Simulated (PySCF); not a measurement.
Relaxation of sextet H₂IrS

Method: UPBE0 in PySCF with Ir def2-TZVP with ECP60, S def2-TZVP, H def2-TZVP; scalar-relativistic core potentials, no spin–orbit coupling; density-fitted integrals. A (50,194) grid was used.

A hand-made T-shaped (ligand arrangement 2) start, of C2v symmetry, held to at least that symmetry:

```xyz
4
charge 0 multiplicity 6, angstrom
Ir    0.0000    0.0000   -0.2949
S     0.0000    0.0000    1.7951
H     1.5391    0.0000   -0.2412
H    -1.5391    0.0000   -0.2412
```

(1) What does it relax to?

(2) How much energy is released, and in how many steps?

## Answers

(1) It ends at C2v with Ir–H 1.649 Å (×2), Ir–S 2.244 Å; H–Ir–H 150.5°, H–Ir–S 75.2° (×2). A frequency run shows 1 imaginary mode, down to 491i cm⁻¹, so it is a saddle point.

(2) 83.3 kJ/mol in 7 steps.

Open d and f shells are described by one determinant, and the ground state may have another occupation or spin. At this level a doublet minimum of C1 symmetry lies 308 kJ/mol below this structure. No spin–orbit coupling is included, which matters more the heavier the element.
